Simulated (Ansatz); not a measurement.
The cluster Sn₄Cl₄. Total charge 0; singlet. Geometry PBE0-D4/def2-SVP, basis def2-TZVP, Ansatz.

```
atom    x (Å)    y (Å)    z (Å)
 Sn1  -0.3451  -1.0571   2.0649
 Sn2  -0.7057   1.3994   0.6108
 Sn3   0.7322  -1.3946  -0.5811
 Sn4   0.3479   1.0479  -2.0342
 Cl5   2.2152   2.3207  -2.8049
 Cl6  -2.2556  -2.3229   2.7373
 Cl7  -1.7344   3.3627   1.4426
 Cl8   1.7455  -3.3562  -1.4352
```

```
run  HOMO (eV)  LUMO (eV)
  A      -5.54      -4.25
  B      -5.97      -4.44
  C      -6.48      -3.94
  D      -5.73      -4.40
```

In the def2 sets Sn takes a core potential; there is no spin–orbit coupling. Another isomer (singlet) lies 1.15 eV lower at PBE0-D4/def2-TZVP; other spin states weren't run for this one.

Task: The runs used BLYP, PBE, PBE0, r2SCAN. Estimate which is which.

Result: A BLYP (0 % exact exchange); B r2SCAN (0 % exact exchange); C PBE0 (25 % exact exchange); D PBE (0 % exact exchange). Exact exchange lowers occupied and raises empty levels; among semilocal functionals meta-GGAs tend to open the gap a little, and such runs are hard to tell apart. The gap grows from 1.29 eV (BLYP) to 2.54 eV (PBE0). The restricted singlet is unstable towards broken spin symmetry in Hartree–Fock (as tested in another run); at BLYP-D4/def2-TZVP, r2SCAN-D4/def2-TZVP, PBE0-D4/def2-TZVP, PBE-D4/def2-TZVP this wasn't settled.
